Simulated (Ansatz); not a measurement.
`[CH3][GeH]([OH])[TeH]`, charge 0, multiplicity 1.

Task: Give a relaxed structure at PBE0-D4/def2-TZVP (the Gaussian-basis code of Ansatz). (An estimate is asked.)

Result: The calculation gave: 
Cartesian coordinates in Å:
```
C -0.086 -1.345 -0.587
Ge -0.426 0.232 0.485
O 0.938 0.286 1.631
Te -0.526 2.400 -0.882
H 0.848 -1.218 -1.135
H -0.900 -1.503 -1.294
H 0.002 -2.211 0.070
H -1.765 0.193 1.253
H 1.003 1.132 2.081
H 0.911 2.034 -1.622
```
This is one stationary point; other conformers may exist.
